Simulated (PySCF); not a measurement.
# Constants of RuF, step by step

State: quartet, unpaired electrons σ ↑, π ↑, δ ↑. De refers to Ru (4d7 5s1) + F. ROHF-based CCSD(T) in PySCF 2.14 with Ru aug-cc-pVDZ-PP with ECP28, F aug-cc-pVDZ and Ru aug-cc-pVTZ-PP with ECP28, F aug-cc-pVTZ (frozen core orbitals: 5; scalar-relativistic core potentials). Correlation energies are extrapolated as n⁻³ (n = 2, 3), Hartree–Fock as (n+1)·exp(−9√n).

```tsv
Level	Re (Å)	ωe (cm⁻¹)	ωexe (cm⁻¹)	αe (cm⁻¹)	De (eV)
CCSD(T)/DZ	1.9616	520.6	2.27	0.00184	3.903
CCSD(T)/TZ	1.9360	529.3	2.33	0.00198	4.062
HF/CBS	1.9994	493.2	2.49	0.00171	2.229
MP2/CBS	1.9267	522.5	n/a	n/a	4.355
CCSD/CBS	1.9387	529.6	2.33	0.00194	3.924
CCSD(T)/CBS	1.9309	533.2	2.37	0.00201	4.133
```

How much is left between CCSD(T)/TZ and the basis-set limit, and how much do the triples give at the limit?

CCSD(T)/CBS less CCSD(T)/TZ: -5.1 mÅ in Re, +3.9 cm⁻¹ in ωe and +0.071 eV in De. CCSD(T)/CBS less CCSD/CBS: -7.8 mÅ in Re, +3.6 cm⁻¹ in ωe and +0.209 eV in De.

The T1 diagnostic is 0.037, large enough to doubt a single reference. The state was picked by a PBE0 search and need not be the measured ground state. Spin–orbit coupling, excitations beyond (T) and corrections to the Born–Oppenheimer picture are left out.

The whole job (state search and all basis sets along the bond) took about 24 min on 4 threads of Intel Xeon Platinum 8488C (shared host), peak memory 15 GiB.
